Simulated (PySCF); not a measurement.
## Correlation energy of Zn (zinc, neutral)

[Ar] 3d10 4s1 4p1, high-spin 3P determinant (an excited configuration). All numbers are calculated (PySCF 2.14, scalar relativity by spin-free X2C-1e, in ANO-RCC-VTZP (6s5p3d2f1g, 59 functions)). Frozen: [Ne]; 20 electrons correlated.

```tsv
level	correlation energy (mhartree)
CCSD	-712.17
(T)	-15.77
CCSD(T)	-727.94
```

Diagnostics: T1 = 0.013, D1 = 0.0410, largest double amplitude 0.031.

Q: Is a single reference adequate?

A: Yes: T1 lies below 0.03 and no double amplitude reaches 0.07.

The basis was made for the ground configuration and has no added diffuse functions, which can raise the energy of the promoted electron.
